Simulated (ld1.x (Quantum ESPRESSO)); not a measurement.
## Building the ultrasoft potential for cerium (Ce) (PBEsol, scalar-relativistic).

ld1.x (Quantum ESPRESSO) 7.5 input, shortened:

```
&input
   title='Ce', zed=58., rel=1, dft='PBESOL', iswitch=3,
   config='[Xe] 4f1 5d0 6s0 6p0'
 /
 &inputp
   pseudotype=3, tm=.true., lloc=-2, rcloc=1.55,
   nlcc=.false.,
   which_augfun='PSQ', rmatch_augfun_nc=.true.
 /
8
6S  1  0   0.00   0.00  2.40  3.00  0.0
6S  1  0   0.00   0.80  2.40  3.00  0.0
6P  2  1   0.00   0.00  2.65  3.70  0.0
6P  2  1   0.00   0.40  2.65  3.70  0.0
5D  3  2   0.00   0.00  2.40  2.95  0.0
5D  3  2   0.00  -0.50  2.40  2.95  0.0
4F  4  3   1.00   0.00  1.85  2.05  0.0
4F  4  3   0.00  -1.70  1.85  2.05  0.0
 &test
   configts(1)='4f1 5d0 6s0 6p0'
 /
```

What the tests gave:

| Item | Value |
| --- | --- |
| Ghost test | ghost state, extra bound levels that the all-electron valence spectrum of the same l lacks: p at -43.6 eV (s, d not tested); a true bound ghost makes a file unfit for plane-wave use (spherical-Bessel basis up to 400 Ry, 20 bohr box) |
| Configuration tests | 6 of 7 tests not solved or not reliable; not counted: 4f1 5d1 6s2 6p0 (solver errors, printed error -52.2 eV); 4f1 5d0 6s2 6p0 (solver errors, printed error -30.7 eV); 4f1 5d1 6s1.5 6p0 (solver errors, printed error -4.8 eV); 3 more |
| Lowest eigenvalue of the overlap operator | -0.07 (d channel); it is negative, so in a basis up to 400 Ry S is not positive definite and the file is unfit for use |
| Density cutoff estimated by the generator | 176 Ry |

Note: ghost state, extra bound levels that the all-electron valence spectrum of the same l lacks: p at -43.6 eV (s, d not tested). A true bound ghost makes a file unfit for plane-wave use. Its overlap operator is not positive definite in a basis up to 400 Ry (lowest eigenvalue s -0.01, d -0.07), so the file is unfit for use: the generalised eigenproblem breaks down once the basis is large enough, and its test numbers describe a broken file.

Generation and tests took about 3.1 s on one core of a shared server CPU.
